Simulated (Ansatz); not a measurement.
A structure relaxed at PBE-D4/def2-SVP in Ansatz, charge 0, singlet:

Cartesian coordinates in Å:
```
Ru -1.522 -0.668 -0.682
Ru -0.962 1.320 0.044
Ru 1.153 0.572 -0.617
Al 0.610 -1.731 -0.468
Al 0.720 0.507 1.721
```

Give its formula.

Al₂Ru₃.

Summarise the bond lengths by kind (pairs closer than 1.2 times the sum of covalent radii, bridged metal pairs left out).

4 × Al–Ru 2.37 to 2.51 Å; 3 × Ru–Ru 2.19 to 2.95 Å.

In the def2 sets Ru takes a core potential; there is no spin–orbit coupling. An occupied level lies above an empty one. Another isomer (quintet) lies 1.98 eV lower at PBE0-D4/def2-TZVP; other spin states weren't run for this one.
